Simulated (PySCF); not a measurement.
C4H12Ta, SMILES [CH3][Ta]([CH3])([CH3])[CH3] (connectivity only; charge and spin as stated), neutral, multiplicity 2.

Geometry optimised at B3LYP-D3(BJ)/def2-SVP. The geometry has at least one imaginary mode, so it is a saddle point at that level. The multiplicity is an assumed one; other spin states were not compared. The def2 effective core potentials stand for the cores of Ta; spin–orbit coupling is left out.

The numbers are results of B3LYP-D3(BJ)/def2-SVP run with PySCF, not measurements.

Frequencies are harmonic and unscaled.

Modes within 1.5 cm⁻¹ of each other (mostly degenerate sets) share a row, with their intensities summed.

| mode | ν (cm⁻¹) | IR (km/mol) | moving atoms (share of kinetic energy) |
|---|---|---|---|
| 1 | 63i | 0.0 | C 70 %, H 30 % |
| 2–3 | 105 | 2.5 | C 51 %, H 37 %, Ta 12 % |
| 4 | 117 | 0.0 | C 55 %, H 33 %, Ta 12 % |
| 5 | 136 | 0.0 | C 58 %, H 42 % |
| 6 | 138 | 0.0 | H 98 % |
| 7–9 | 144 | 3.8 | H 98 % |
| 10 | 409 | 1.4 | H 62 %, C 37 % |
| 11–12 | 424 | 10.2 | H 80 %, C 18 % |
| 13 | 482 | 0.0 | H 87 %, C 13 % |
| 14 | 494 | 0.0 | C 52 %, H 48 % |
| 15–16 | 506 | 88.5 | C 62 %, H 30 % |
| 17 | 511 | 0.0 | H 87 %, C 13 % |
| 18 | 555 | 0.0 | C 53 %, H 47 % |
| 19 | 578 | 80.0 | C 50 %, H 39 %, Ta 11 % |
| 20–21 | 608 | 84.9 | H 77 %, C 20 % |
| 22 | 1181 | 0.7 | H 78 %, C 22 % |
| 23–24 | 1183 | 24.0 | H 78 %, C 22 % |
| 25 | 1193 | 0.0 | H 80 %, C 20 % |
| 26 | 1377 | 0.0 | H 95 % |
| 27–28 | 1382 | 8.0 | H 95 % |
| 29 | 1385 | 0.0 | H 95 % |
| 30–31 | 1407 | 19.8 | H 94 % |
| 32 | 1412 | 0.0 | H 94 % |
| 33 | 1416 | 10.1 | H 95 % |
| 34–36 | 2962 | 9.9 | H 97 % |
| 37 | 2966 | 0.0 | H 97 % |
| 38–40 | 3045 | 0.2 | H 91 %, C 9 % |
| 41 | 3047 | 56.5 | H 91 %, C 9 % |
| 42 | 3053 | 0.0 | H 90 %, C 10 % |
| 43 | 3056 | 0.0 | H 91 %, C 9 % |
| 44–45 | 3059 | 37.1 | H 91 %, C 9 % |
